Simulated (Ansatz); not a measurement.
`ClC1=C[SiH2]1` and `IC1=C[SiH2]1` differ in one atom or group.

Ansatz, PBE0-D4/def2-TZVP geometries, multiplicity 1. 

Elements past krypton have def2 core potentials.

```json
{"property": "HOMO energy (ωB97M-V/def2-TZVPP) / eV", "`ClC1=C[SiH2]1`": "-9.93"}
{"property": "HOMO–LUMO gap (PBE0/def2-TZVPP) / eV", "`ClC1=C[SiH2]1`": "7.29"}
{"property": "LUMO energy (B3LYP/def2-TZVPP) / eV", "`ClC1=C[SiH2]1`": "-0.72"}
{"property": "HOMO–LUMO gap (PBE/def2-TZVPP) / eV", "`ClC1=C[SiH2]1`": "5.12"}
{"property": "LUMO energy (PBE/def2-TZVPP) / eV", "`ClC1=C[SiH2]1`": "-1.48"}
{"property": "zero-point energy (PBE0-D4/def2-TZVP) / kJ/mol", "`ClC1=C[SiH2]1`": "100.9"}
```

Question: What does the change do to each property? (An estimate is asked.)

Answer: The calculation gave: 
```tsv
property	`IC1=C[SiH2]1`	shift
HOMO energy (ωB97M-V/def2-TZVPP) / eV	-9.31	0.62
HOMO–LUMO gap (PBE0/def2-TZVPP) / eV	6.06	-1.23
LUMO energy (B3LYP/def2-TZVPP) / eV	-1.38	-0.66
HOMO–LUMO gap (PBE/def2-TZVPP) / eV	4.12	-1.00
LUMO energy (PBE/def2-TZVPP) / eV	-2.02	-0.54
zero-point energy (PBE0-D4/def2-TZVP) / kJ/mol	98.5	-2.4
```

With PBE0 the HOMO rises by 0.57 eV and the LUMO falls by 0.67 eV, so the gap narrows by about 1.24 eV. PBE moves the HOMO by 0.45 eV and ωB97M-V by 0.62 eV.

B3LYP here is the variant with VWN-RPA as its local correlation; programs differ in this.

Spin–orbit coupling is left out; it splits and shifts lone-pair levels of the heavy atoms by tenths of an eV.
